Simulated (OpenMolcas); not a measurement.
Nd2+: the spin-orbit constant, worked from levels

```json
{"Program": "OpenMolcas", "Basis": "ANO-RCC-VQZP [9s8p6d4f3g2h]", "Scalar Hamiltonian": "DKH2, point nucleus", "Active space": "4 electrons in 7 orbitals (4f)", "State averaging": "2S+1 = 5 even, 35 roots; 2S+1 = 3 even, 210 roots (159 in the spin-orbit step); 2S+1 = 1 even, 196 roots (105 in the spin-orbit step)", "Spin-orbit coupling": "state interaction with AMFI integrals over the reference wave functions, term energies averaged over their components"}
```

Methods: CASSCF; MS-CASPT2, IPEA 0.25 Eh, imaginary shift 0.1 Eh (closed shells correlated: 5s 5p). Measured levels: Ding et al., The Spectrum and Energy Levels of the Low-lying Configurations of Nd III (preprint, 2023).

**The spin-orbit constant.** For the Hund term ⁵I of f4, E(J) = (A/2) J(J+1) + constant and ζ = 2S·A = 4A. From J = 4 to J = 8 the energy changes by 26 A.

```
   Source  E(8) - E(4)      A    ζ
   CASSCF       5527.0  212.6  850
MS-CASPT2       5530.2  212.7  851
 measured       5093.3  195.9  784
```

All in cm-1. MS-CASPT2 is off by +8.6 % and CASSCF by +8.5 %. Both methods take the spin-orbit matrix elements from the reference wave functions, so the second can move ζ only through the term energies and any multistate remixing. Second-order mixing with other terms is absorbed into this ζ.

CASPT2 does not keep the components of a term degenerate, so their means are used; among the terms shown or strongly mixed into the levels shown the widest spread is 1500 cm-1 (4f⁴ ⁵I, MS-CASPT2). High states are left out of the spin-orbit mixing, which shifts the levels that they would mix with. Without dynamic correlation excited terms often stand tens of per cent too high (terms of higher spin than the ground term too low), and those without a measured partner can miss by more than the paired ones (holds for CASSCF). Blocks of more than 70 roots (2S+1 = 3 even, 1 even) ran without multistate coupling (holds for MS-CASPT2). Measured partners are found by configuration, term and J. A level has none where our copy of the source lacks it or the pairing is in doubt (some pairs that miss far off the trend of their configuration count as doubtful), and it then counts in no deviation. Levels of configurations outside the active space are missing.
